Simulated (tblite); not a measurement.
Start geometry of `C#CC[Si@@](C)(CC)O[SiH3]` from a force field or distance geometry (Å):
```
atom  x, y, z in Å
C1     3.2571   -1.1387    1.9777
C2     2.4915   -1.1685    1.0097
C3     1.6041   -1.2468   -0.1267
Si4    0.2183   -0.0134    0.0682
C5    -0.4230    0.3056   -1.6596
C6    -1.2071   -0.7016    1.0707
C7    -2.2994   -1.2712    0.2154
O8     0.7252    1.4959    0.7020
Si9    0.1871    2.8161   -0.2335
H10    3.8985   -1.1082    2.8355
H11    2.1138   -0.9829   -1.0855
H12    1.1594   -2.2545   -0.2689
H13   -0.6680   -0.6659   -2.1743
H14    0.4698    0.6934   -2.2213
H15   -1.2338    1.0447   -1.6968
H16   -1.6477    0.1634    1.6498
H17   -0.8617   -1.5057    1.7395
H18   -2.4607   -2.3452    0.5215
H19   -3.2658   -0.7265    0.4177
H20   -2.1161   -1.1846   -0.8487
H21   -1.2583    3.0908   -0.1110
H22    0.8611    4.0624    0.1653
H23    0.4511    2.6684   -1.6635
```

Q: What comes out of this run: GFN2-xTB geometry optimisation, gas phase in tblite?

A: 
```
atom  x, y, z in Å
C1     2.387   -0.657    2.155
C2     1.965   -0.808    1.045
C3     1.437   -0.973   -0.287
Si4   -0.140    0.088   -0.564
C5    -0.754   -0.127   -2.351
C6    -1.478   -0.331    0.727
C7    -1.948   -1.782    0.673
O8     0.265    1.656   -0.386
Si9    0.955    2.975    0.253
H10    2.772   -0.536    3.123
H11    2.207   -0.680   -1.004
H12    1.223   -2.030   -0.453
H13   -1.053   -1.152   -2.547
H14    0.014    0.136   -3.071
H15   -1.612    0.509   -2.543
H16   -2.338    0.326    0.587
H17   -1.090   -0.123    1.726
H18   -1.122   -2.458    0.879
H19   -2.727   -1.965    1.412
H20   -2.350   -2.020   -0.309
H21   -0.152    3.843    0.651
H22    1.780    2.581    1.393
H23    1.753    3.554   -0.827
```

The energy falls by 35.0 kcal/mol over 219 L-BFGS steps, the largest force on an atom goes from 3.57 to 0.008 eV/Å, and the atoms move by 1.144 Å rms after alignment. Among the bonds, Si4–O8 and O8–Si9 change most and about equally (-0.085 to -0.084 Å). Bonds longer at the end by more than 0.005 Å: 4 of 22; shorter: 15. Among the angles that change most is Si4–O8–Si9, from 112.7° to 158.8°. Among the dihedrals that turn most is C6–Si4–O8–Si9, from -104° to 76°. Rotational constants go from 1204, 924.9, 648.7 to 1155, 898.0, 678.1 MHz. The orientation of the end geometry is arbitrary; only internal coordinates are fixed.

On an Intel Xeon at 2.50 GHz with one thread, no GPU, shared host with 64 logical CPUs at a one-minute load of 63, this took 8.4 s wall.

GFN2-xTB frequencies show an imaginary mode (30i cm⁻¹), so the point is no minimum at that level. 3 starts were optimised and ended at 0.00, 0.28 and 0.91 kcal/mol (GFN2-xTB); the lowest of these is shown.

The numbers are calculated, not measured.
